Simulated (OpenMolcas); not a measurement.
Ti2+: ligand-field states by method

Ti2+ with 4 ligands (oxide) in tetrahedral coordination (Td) at 2.11 Å. A charge of +1.5 e stands 3.2 Å behind each ligand. Ligand basis ANO-RCC-VDZP.
```
Ti    0.0000    0.0000    0.0000
O     1.2182    1.2182    1.2182
O     1.2182   -1.2182   -1.2182
O    -1.2182    1.2182   -1.2182
O    -1.2182   -1.2182    1.2182
```

```yaml
Program: OpenMolcas 26.06
Basis: ANO-RCC-VDZP [5s4p2d1f]
Scalar_Hamiltonian: DKH2, point nucleus
Active_space: 2 electrons in 5 orbitals (3d)
State_averaging: 2S+1 = 3 even, 10 roots; 2S+1 = 1 even, 15 roots
Spin-orbit_coupling: state interaction with AMFI integrals over the reference wave functions
```

I. CASSCF
II. SS-CASPT2, IPEA 0.25 Eh, imaginary shift 0.1 Eh (closed shells correlated: 3s 3p and the ligand valence shells)

Spin-free states (labels of Td) in cm-1, each column counted from its own energy of the first state listed:

```
State  Degeneracy      I     II
  3A2           1      0      0
  3T2           3   3200   1930
  3T1           3   5599   4450
   1E           2  11589   8090
  1T2           3  14345   9580
  3T1           3  15636  11820
  1A1           1  18010  13910
  1T1           3  18352  14830
   1E           2  19345  15360
  1T2           3  20839  16410
  1A1           1  41605  30310
```

From I to II, I's first state of the same spin (3T2) moves from 3200 to 1930 cm-1, by about -1300 cm-1.

From I to II, I's first state of another spin (1E) moves from 11589 to 8090 cm-1, by about -3500 cm-1.

χT at 300 K: I 1.04, II 1.06 cm3 K/mol.

Roots that are degenerate in the reference are averaged as groups; the widest CASPT2 spread within a group is 450 cm-1 (the 3-fold group of multiplicity 3 near 1930 cm-1 above the lowest state of its run, II). Shifts and gaps below about the spread of the groups concerned are not significant. Over all roots computed the reference weight is 0.70 to 0.72 in II; a low but even weight reflects the number of correlated electrons. The oxide ions are held by bare point charges, a crude embedding. Ligand-to-metal charge-transfer states are missing. With no ligand orbital active B as a rule stays too high, so bands that hang on it stand too high and its fall with covalency is understated. Without dynamic correlation the repulsion within the d shell is too large (B by tens of per cent), so at a given field states of lower spin stand too high (holds for I). With metal d orbitals alone and no dynamic correlation the field as a rule comes out too small, by tens of per cent, by up to half for chloride and softer ligands (holds for I). These CASPT2 states fit no ligand-field parameters well, so their order and spin gaps are uncertain (holds for II). With one d shell and no ligand orbital active, 10Dq can be off by tens of per cent for divalent 3d ions, low with halides held by bare charges and at times high in hosts (holds for II). No measured value stands beside these numbers; the geometry is a model, was not optimised and need not be the one that this ion takes.
